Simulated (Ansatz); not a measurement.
Gas-phase electronic energies from Ansatz, PBE0-D4/def2-TZVP geometries. CBS: MP2 limit from def2 TZ/QZ plus the TZ coupled-cluster correction, frozen cores. This one scheme is used for every species. DFT in def2-TZVPP. B3LYP here is the variant with VWN-RPA as its local correlation; programs differ in this. Each species was taken in one conformer, which may not be the lowest.

Consider the formal exchange of groups at the Si–O bond: `CO[SiH2]S[SiH](F)F` + ethylene → `C=C[SiH2]S[SiH](F)F` + CH₃OH.

`CO[SiH2]S[SiH](F)F`:

Cartesian coordinates in Å:
```
C -0.801 0.606 -1.676
O 0.332 0.090 -1.006
Si 1.243 0.904 0.084
S 1.648 -0.440 1.699
Si -0.172 -1.495 1.557
F -1.406 -0.498 1.469
F -0.324 -2.305 2.911
H -1.333 1.338 -1.062
H -1.475 -0.223 -1.893
H -0.504 1.076 -2.618
H 2.565 1.296 -0.458
H 0.494 2.098 0.549
H -0.265 -2.447 0.444
```

`C=C`:

Cartesian coordinates in Å:
```
C 0.245 -0.207 0.579
C -0.245 0.207 -0.579
H 0.291 -1.261 0.832
H 0.619 0.489 1.321
H -0.291 1.261 -0.832
H -0.619 -0.489 -1.321
```

`C=C[SiH2]S[SiH](F)F`:

Cartesian coordinates in Å:
```
C -1.091 -0.228 -1.748
C -0.213 -0.959 -1.067
Si 1.419 -0.268 -0.541
S 1.600 -0.198 1.613
Si -0.233 0.702 2.097
F -0.593 1.858 1.069
F -1.438 -0.327 2.034
H -2.056 -0.621 -2.053
H -0.884 0.803 -2.023
H -0.472 -1.981 -0.798
H 1.581 1.092 -1.109
H 2.561 -1.133 -0.929
H -0.181 1.262 3.457
```

CH₃OH:

Cartesian coordinates in Å:
```
C 0.252 0.249 0.038
O -0.590 -0.813 0.424
H 0.858 0.509 0.906
H -0.312 1.141 -0.263
H 0.928 -0.030 -0.780
H -1.136 -1.057 -0.325
```

| level | ΔE (kcal/mol) | difference from CCSD(T)/CBS |
| --- | --- | --- |
| PBE-D4 | 18.7 | -2.9 |
| r2SCAN-D4 | 21.5 | -0.1 |
| PBE0-D4 | 19.5 | -2.1 |
| B3LYP-D4 | 21.8 | 0.2 |
| ωB97X-V | 21.9 | 0.3 |
| ωB97M-V | 21.9 | 0.3 |
| B2PLYP | 22.5 | 0.9 |
| PBE | 19.1 | -2.5 |
| r2SCAN | 21.6 | 0.0 |
| PBE0 | 19.8 | -1.8 |
| B3LYP | 22.3 | 0.7 |
| HF/def2-TZVPP | 25.0 | 3.4 |
| MP2/def2-TZVPP | 21.7 | 0.1 |
| SCS-MP2/def2-TZVPP | 22.4 | 0.8 |
| CCSD/def2-TZVPP | 22.3 | 0.7 |
| CCSD(T)/def2-TZVPP | 21.8 | 0.2 |
| HF/def2-QZVPP | 25.2 | 3.6 |
| MP2/def2-QZVPP | 21.7 | 0.1 |
| SCS-MP2/def2-QZVPP | 22.4 | 0.8 |
| HF/CBS(def2) | 25.2 | 3.6 |
| MP2/CBS(def2) | 21.6 | 0.0 |
| CCSD/CBS(def2) | 22.1 | 0.5 |
| CCSD(T)/CBS | 21.6 | 0 |

Largest T1 diagnostic among the species: 0.012.

From PBE to PBE0 (25 % exact exchange), in def2-TZVPP and without D4, ΔE moves by +0.8 kcal/mol. In def2-TZVPP, CCSD(T) changes the Hartree–Fock value by −3.2 kcal/mol (the triples alone add −0.5 kcal/mol) and MP2 by −3.3 kcal/mol.
